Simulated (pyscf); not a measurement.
# H₂C=C=CH–OH₂⁺, singlet

Gas-phase minimum from PySCF at ωB97X-D3(BJ)/def2-SVP, one conformer. 

```xyz
9

C      0.0531     0.8326    -2.4735
C     -0.0860     0.1528    -1.3647
C     -0.1876    -0.5758    -0.2918
O     -1.2499    -0.2344     0.7016
H      0.7420     1.6844    -2.5265
H     -0.5150     0.5611    -3.3718
H      0.3388    -1.4711     0.0410
H     -0.9156     0.1736     1.5279
H     -1.9885     0.2935     0.3341
```
Charge +1, spin multiplicity 1.

Bond lengths (Å): C1–C2 1.308, C1–H5 1.097, C1–H6 1.097, C2–C3 1.301, C3–O4 1.494, C3–H7 1.091, O4–H8 0.980, O4–H9 0.980. Bond angles (°): C2–C1–H5 120.8, C2–C1–H6 120.7, H5–C1–H6 118.5, C1–C2–C3 176.9, C2–C3–O4 118.4, C2–C3–H7 132.4, O4–C3–H7 109.1, C3–O4–H8 114.4, C3–O4–H9 114.2, H8–O4–H9 110.4.

Properties at ωB97X-D3(BJ)/def2-SVP:

```
Item                                                                                                                                                                                                                                      Value
---------------------------------------------------------------------------------------------------------------------  ------------------------------------------------------------------------------------------------------------------------
Harmonic wavenumbers, unscaled                                                                                         114, 202, 351, 553, 575, 682, 809, 831, 982, 1003, 1027, 1159, 1320, 1453, 1628, 2101, 3167, 3272, 3294, 3655, 3743 cm⁻¹
Zero-point energy                                                                                                                                                                                                                 45.6 kcal/mol
Rotational symmetry number                                                                                                                                                                                                                    1
Entropy of this conformer at 298 K and 1 atm, rigid rotor and harmonic oscillator, modes under 100 cm⁻¹ raised to 100                                                                                                           295.1 J/(mol K)
Dipole moment                                                                                                                                                                                                                 depends on origin
```

Single-point totals, which compare only within one level (frozen core for MP2 and CC):

```csv
level,total energy (hartree)
ωB97X-D3(BJ)/def2-TZVP,-192.30619
PBE/def2-TZVP,-192.00784
r²SCAN/def2-TZVP,-192.13027
B3LYP-D3(BJ)/def2-TZVP,-192.25636
PBE0-D3(BJ)/def2-TZVP,-192.01885
M06-2X/def2-TZVP,-192.15445
ωB97M-D3(BJ)/def2-TZVP,-192.28950
HF/def2-TZVPP,-191.09298
MP2/def2-TZVPP,-191.79378
CCSD/def2-TZVPP,-191.82277
CCSD(T)/def2-TZVPP,-191.85501
```

Soft torsions are taken as harmonic, which can shift the entropy by several J/(mol K). The CCSD(T) − MP2 part came from Ansatz, without density fitting, on the same reference.
